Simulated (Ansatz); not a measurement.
Relaxation of AlGeH5Te (8 atoms, charge 0, multiplicity 1), to a largest force component of 0.015 eV/Å in at most 40 steps.

The calculation used RKS PBE-D4/def2-SVPD (Ansatz 0.2.0).

```xyz
8
Properties=species:S:1:pos:R:3
Ge -0.899 1.138 -0.081
Al 0.968 -0.299 -0.378
Te 0.612 -2.881 -0.294
H -2.149 0.341 0.121
H -1.116 2.050 -1.379
H -0.718 2.111 1.138
H 2.453 0.320 -0.612
H 0.290 -2.859 -2.020
```

**Question.** Where does it end, and by what steps?

**Answer.** It converged. The force dipped under the threshold on the way, but the program's further checks kept it going. After 24 steps the energy has fallen by 0.503 eV; H8 moved furthest, 1.40 Å.

```json
{"step": "0", "energy less start (eV)": "0.0000", "largest force component (eV/Å)": "1.393", "accepted": "yes"}
{"step": "1", "energy less start (eV)": "-0.1138", "largest force component (eV/Å)": "0.862", "accepted": "yes"}
{"step": "2", "energy less start (eV)": "-0.1460", "largest force component (eV/Å)": "0.170", "accepted": "yes"}
{"step": "3", "energy less start (eV)": "-0.1509", "largest force component (eV/Å)": "0.127", "accepted": "yes"}
{"step": "4", "energy less start (eV)": "-0.1688", "largest force component (eV/Å)": "0.567", "accepted": "yes"}
{"step": "5", "energy less start (eV)": "-0.2028", "largest force component (eV/Å)": "0.847", "accepted": "yes"}
{"step": "6", "energy less start (eV)": "-0.3115", "largest force component (eV/Å)": "0.565", "accepted": "yes"}
{"step": "7", "energy less start (eV)": "-0.4044", "largest force component (eV/Å)": "0.337", "accepted": "yes"}
{"step": "8", "energy less start (eV)": "-0.4527", "largest force component (eV/Å)": "0.268", "accepted": "yes"}
{"step": "9", "energy less start (eV)": "-0.4617", "largest force component (eV/Å)": "0.245", "accepted": "yes"}
{"step": "10", "energy less start (eV)": "-0.4761", "largest force component (eV/Å)": "0.658", "accepted": "yes"}
{"step": "11", "energy less start (eV)": "-0.4999", "largest force component (eV/Å)": "0.034", "accepted": "yes"}
{"step": "12", "energy less start (eV)": "-0.4996", "largest force component (eV/Å)": "0.047", "accepted": "no"}
{"step": "13", "energy less start (eV)": "-0.5008", "largest force component (eV/Å)": "0.007", "accepted": "yes"}
{"step": "14", "energy less start (eV)": "-0.5011", "largest force component (eV/Å)": "0.012", "accepted": "yes"}
{"step": "15", "energy less start (eV)": "-0.5012", "largest force component (eV/Å)": "0.013", "accepted": "yes"}
{"step": "16", "energy less start (eV)": "-0.5014", "largest force component (eV/Å)": "0.016", "accepted": "yes"}
{"step": "17", "energy less start (eV)": "-0.5017", "largest force component (eV/Å)": "0.053", "accepted": "yes"}
{"step": "18", "energy less start (eV)": "-0.5017", "largest force component (eV/Å)": "0.051", "accepted": "no"}
{"step": "19", "energy less start (eV)": "-0.5022", "largest force component (eV/Å)": "0.025", "accepted": "yes"}
{"step": "20", "energy less start (eV)": "-0.5024", "largest force component (eV/Å)": "0.024", "accepted": "yes"}
{"step": "21", "energy less start (eV)": "-0.5028", "largest force component (eV/Å)": "0.027", "accepted": "yes"}
{"step": "22", "energy less start (eV)": "-0.5029", "largest force component (eV/Å)": "0.037", "accepted": "yes"}
{"step": "23", "energy less start (eV)": "-0.5030", "largest force component (eV/Å)": "0.021", "accepted": "yes"}
{"step": "24", "energy less start (eV)": "-0.5032", "largest force component (eV/Å)": "0.005", "accepted": "yes"}
```

```xyz
8
Properties=species:S:1:pos:R:3
Ge -0.867 1.072 -0.233
Al 1.221 -0.242 -0.453
Te 1.058 -2.730 -0.971
H -2.122 0.161 -0.306
H -1.001 2.131 -1.363
H -0.936 1.849 1.111
H 2.709 0.321 -0.306
H -0.621 -2.642 -0.983
```

Time of the run: 47 s on 2 threads of AMD EPYC 9R14 (Zen 4) (shared host), peak memory 0.22 GiB.
